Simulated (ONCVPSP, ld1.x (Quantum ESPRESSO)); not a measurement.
## Potentials for B (Z = 5) compared

Generated with ld1.x 7.5 (TM, RRKJ, ultrasoft, PAW), atompaw 4.2 or ONCVPSP 4.0.1. The cutoff is in Ry: for ld1.x and atompaw files where the sum of valence levels is converged to 10 mRy in a Bessel basis, for ONCV files where the hardest occupied wave has 1 mHa per electron of residual kinetic energy. The error is the largest all-electron minus pseudo excitation energy over each file’s own four to seven test configurations (ionisations up to +4, promotions, holes and added fractions of an electron), all of which were solved. The labels leave out finer settings (local radius, basis sizes, second energies), which also bear on the numbers. Spin-polarised tests are not counted. The rows are a selection from randomly drawn settings: files with unsolved tests, undetermined cutoffs or missed reference levels are left out.

| potential | cutoff (Ry) | largest error (meV) | bound ghosts |
| --- | --- | --- | --- |
| ONCV, PBE, non-relativistic, rc 1.30/1.10/1.35 (spd), local smoothed, core correction no, reference 2s2, qcut 5.2/8.8/6.5, projectors 3/1/2 | 24 | +27 | none |
| TM semilocal, PBE, scalar-relativistic, rc 1.20/1.95/1.50 (spd), local p, core correction yes, reference 2s2 2p1 | 25 | +104 | none |
| RRKJ, revPBE, scalar-relativistic, rc 1.05/1.85/1.80 (spd), local s, core correction no, reference 2s2 2p1 | 45 | +85 | none |
| ONCV, LDA (Perdew-Wang 92), non-relativistic, rc 0.55/0.80/0.45 (spd), local smoothed, core correction no, reference 1s2 2s1, qcut 24.6/14/25, projectors 2/1/2 | 408 | +1.9 | none |

Fill in the row for B: ONCV, LDA (Perdew-Zunger), scalar-relativistic, rc 1.40/1.90/1.85 (spd), local smoothed, core correction yes, reference 2s2 2p1, qcut 6/4.7/5.4, projectors 2/1/2.

cutoff 23 Ry, largest error +63 meV, bound ghosts: none.
